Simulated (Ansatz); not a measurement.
Isomers of C2H6O2Sn (singlet), relaxed with PBE0-D4/def2-SVP; total energies from Ansatz at PBE0-D4/def2-TZVP.

```json
{"isomer": "A", "description": "Sn(OAc)H3 (C₂H₆O₂Sn)", "energy (Eh)": "-444.43921"}
{"isomer": "B", "description": "Sn(OMe)2 (C2H6O2Sn)", "energy (Eh)": "-444.44344"}
```

In the def2 sets Sn takes a core potential; there is no spin–orbit coupling.

Question: Work out the relative energies (1 Eh = 2625.5 kJ/mol) and the Boltzmann populations at 1200 K from electronic energies alone (R = 8.314 J/mol/K).

Answer: ΔE: A 11.1, B 0.0 kJ/mol. RT = 9.98 kJ/mol. Factors exp(−ΔE/RT): A 0.329, B 1; sum 1.329. Populations: A 24.8 %, B 75.2 %. Zero-point energy, vibrational entropy and symmetry numbers are left out and can shift these; an error of 4 kJ/mol changes a ratio by a factor of 1.5. Over the other density-functional and correlated levels in def2 sets, the gap between B and A ranges from -18 to 49 kJ/mol.
